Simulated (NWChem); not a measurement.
# HfO₂; SMILES [O]=[Hf]=[O]

def2 effective core potentials on Hf; no spin-orbit coupling.

Give the equilibrium geometry at PBE-D3(BJ)/def2-SVP with def2 effective core potentials on Hf (NWChem) as a list of bonds and angles, with the point group.

point group C2v; any orientation.
Bonded distances (Å): Hf1–O2 1.798, Hf1–O3 1.798. Angles (°): O2–Hf1–O3 105.5.
